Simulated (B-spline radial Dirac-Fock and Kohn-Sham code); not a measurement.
Ionisation energies of argon ions, computed and tabulated

Level of theory: Dirac-Fock energy differences between relaxed states, corrected for Breit and QED terms; a B-spline atomic structure program. Each value is the difference of the configuration-average energies of two neighbouring ions in their tabulated ground configurations. The model has no electron correlation. NIST's values refer to the lowest levels; many for high charge states are themselves semi-empirical or theoretical. Where a p, d or f shell is open in either ion the computed value averages over both j values and all terms, while the table refers to the lowest levels; that difference holds spin-orbit splitting (largest in heavy or highly charged ions), term energies where several electrons share open shells, and correlation, and it can reach 10 % or more.

```
  ion  configuration  computed (eV)        NIST (eV)            kind  NIST − computed (eV)
   Ar   [Ne] 3s2 3p6          14.75         15.75961        measured                 +1.01
  Ar⁺   [Ne] 3s2 3p5          27.40         27.62967        measured                 +0.23
 Ar²⁺   [Ne] 3s2 3p4          41.37   40.735 ± 0.012  semi-empirical                 -0.63
 Ar³⁺   [Ne] 3s2 3p3          56.53     59.58 ± 0.18  semi-empirical                 +3.05
 Ar⁴⁺   [Ne] 3s2 3p2          72.81     74.84 ± 0.17  semi-empirical                 +2.03
 Ar⁵⁺   [Ne] 3s2 3p1          90.15     91.29 ± 0.01        measured                 +1.14
 Ar⁶⁺       [Ne] 3s2          122.3    124.41 ± 0.06  semi-empirical                 +2.15
 Ar⁷⁺       [Ne] 3s1          142.9         143.4567  semi-empirical                 +0.53
 Ar⁸⁺   [He] 2s2 2p6          421.7     422.6 ± 0.06  semi-empirical                 +0.91
 Ar⁹⁺   [He] 2s2 2p5          482.3    479.76 ± 0.12  semi-empirical                 -2.58
Ar¹⁰⁺   [He] 2s2 2p4          545.9      540.4 ± 0.6  semi-empirical                 -5.52
Ar¹¹⁺   [He] 2s2 2p3          612.4        619 ± 0.4  semi-empirical                 +6.57
Ar¹²⁺   [He] 2s2 2p2          681.8      685.5 ± 0.3  semi-empirical                 +3.67
Ar¹³⁺   [He] 2s2 2p1          754.1    755.13 ± 0.22  semi-empirical                 +1.00
Ar¹⁴⁺       [He] 2s2          849.9      855.5 ± 0.3  semi-empirical                 +5.61
Ar¹⁵⁺       [He] 2s1          918.2  918.375 ± 0.007     theoretical                 +0.15
Ar¹⁶⁺            1s2         4119.3         4120.666     theoretical                 +1.34
Ar¹⁷⁺            1s1         4426.3         4426.224     theoretical                 -0.06
```

**Question.** Where in this range is the largest relative jump, and why?

**Answer.** From Ar¹⁵⁺ (918.2 eV) to Ar¹⁶⁺ (4119.3 eV), a factor of 4.49. The configuration goes from [He] 2s1 to 1s2, so the next electron comes out of a deeper subshell.
